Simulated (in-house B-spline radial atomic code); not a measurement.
Orbital energies and mean radii along the 7-electron series, configuration 1s2 2s2 2p1/2(2) 2p3/2(1). The effective charge is n√(-2ε), a non-relativistic measure. Computed with a radial B-spline atomic code at the basis-set limit: Dirac-Hartree-Fock, jj configuration that fills j = l - 1/2 first, finite nuclei.

```tsv
ion	Z	energy of 2s1/2 (Eh)	mean radius of 2s1/2 (bohr)	energy of 1s1/2 (Eh)	mean radius of 1s1/2 (bohr)	effective charge of 2s1/2
Cl10+	17	-21.048	0.40996	-118.61	0.090439	12.976
Ar11+	18	?	?	?	?	?
K12+	19	-28.124	0.3599	-151.4	0.080585	15
Ca13+	20	?	?	?	?	?
Sc14+	21	-36.23	0.3206	-188.29	0.072635	17.025
Ti15+	22	-40.671	0.30396	-208.28	0.069209	18.038
V16+	23	-45.371	0.28892	-229.31	0.066084	19.052
Cr17+	24	-50.333	0.27527	-251.38	0.063222	20.066
```

Task: Fill in the row of Ar11+.

Result: energy of 2s1/2 (Eh): -24.458; mean radius of 2s1/2 (bohr): 0.38332; energy of 1s1/2 (Eh): -134.49; mean radius of 1s1/2 (bohr): 0.085233; effective charge of 2s1/2: 13.988.

Task: Fill in the row of Ca13+.

Result: energy of 2s1/2 (Eh): -32.048; mean radius of 2s1/2 (bohr): 0.33914; energy of 1s1/2 (Eh): -169.33; mean radius of 1s1/2 (bohr): 0.076408; effective charge of 2s1/2: 16.012.

Task: How does the screening of 2s1/2 change?

Result: Z less the effective charge goes from 4.02 at Z = 17 to 3.93 at Z = 24.
